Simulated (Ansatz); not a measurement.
Input file for Ansatz (a program for electronic structure): R-RI-MP2/def2-QZVPP on BHI2O (SMILES OB(I)I), a point of a torsion scan. Elements past Kr take the def2 small-core potentials; no spin–orbit coupling. Files ending in .json are basis or fitting sets from the Basis Set Exchange. The run froze 20 orbitals, filled d shells among them.

Ansatz 0.2 input:
```yaml
crystal:
  periodic: [false, false, false]
  atoms:
    - {symbol: O, position_ang: [-0.78305273, -0.70598112, -0.25781355]}
    - {symbol: B, position_ang: [0.16847768, 0.17905120, -0.08044757]}
    - {symbol: I, position_ang: [1.42402273, 0.15833615, 1.64946752]}
    - {symbol: I, position_ang: [0.67215334, 1.42699786, -1.72400620]}
    - {symbol: H, position_ang: [-1.55612748, -0.94252673, 0.24454525]}
basis:
  gaussian:
    orbitals: def2-QZVPP.json
    fitting: {mean_field: def2-universal-JKFIT, correlation: def2-QZVPP-RIFIT.json}
magnetization: {spin_polarized: false}
correlation: {method: mp2, electrons: outside_noble_gas}
scf: {lower_state_search: off}
```

**Question.** What total energy does the run end on?

**Answer.** -694.2715 hartree.

**Question.** How many basis functions does it have, and what does it roughly cost on one machine?

**Answer.** 308 functions; around 12 core-seconds (rough).
